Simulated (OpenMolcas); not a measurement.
**V3+: effect of the metal basis and ligand basis**

V3+ with 6 ligands (chloride) in octahedral coordination (Oh) at 2.4 Å. A charge of +0.5 e stands 2.4 Å behind each ligand.

```yaml
Program: OpenMolcas 26.06
Method: "SS-CASPT2, IPEA 0.25 Eh, imaginary shift 0.2 Eh (closed shells correlated: 3s 3p and the ligand valence shells)"
Spin-orbit_coupling: state interaction with AMFI integrals over the reference wave functions
```

Fixed: active space 2 electrons in 5 orbitals (3d), DKH2 Hamiltonian.

States (labels of O, the rotations of Oh). Energies in cm-1 above the lowest state or level, χT in cm3 K/mol; under a threefold ground state the first gap can be a small split of the lowest multiplet, not the spin-orbit step; 10Dq and B are least-squares fits to the states below 45000 cm-1, weighted by degeneracy, with a free offset, and given where the rms deviation is under 5 % of |10Dq| (or 100 cm-1) and under 700 cm-1.

```tsv
Run	Metal basis	Ligand basis	Ground state	First state of that spin	10Dq	B (rms of fit)	First gap with spin-orbit (degeneracies)	χT at 300 K	First state of another spin	Cost
A	ANO-RCC-VDZP	ANO-RCC-VDZP	3T1	3T2 11050	12132	727 (255)	6 (2, 3)	0.897	1T2 9680	roughly 100 core-seconds
B	ANO-RCC-VTZP	ANO-RCC-VTZP	3T1	3T2 11090	11985	716 (256)	6 (2, 3)	0.905	1T2 9300	roughly 8 core-minutes
```

Against A, |10Dq| changes by -1.2 % in B.

Costs are those of the CASPT2 steps.

Roots that are degenerate in the reference are averaged as groups; the widest CASPT2 spread within a group is 110 cm-1 (the 3-fold group of multiplicity 3 near 11100 cm-1 above the lowest state of its run, B). Shifts and gaps below about the spread of the groups concerned are not significant. Over all roots computed the reference weight is 0.67 to 0.68 in A, 0.63 to 0.64 in B; a low but even weight reflects the number of correlated electrons. An orbital triplet at a regular site is open to Jahn-Teller coupling, which can distort the site and quench the lowest spin-orbit gaps and is left out. Ligand-to-metal charge-transfer states are missing. With no ligand orbital active B as a rule stays too high, so bands that hang on it stand too high and its fall with covalency is understated. With one d shell and no ligand orbital active, 10Dq can be off by a tenth or more. The least metal-like active orbital is 85 % on the metal (Löwdin) and no ligand orbital is active, so the numbers are rough (holds for B). No measured value stands beside these numbers; the geometry is a model, was not optimised and need not be the one that this ion takes.
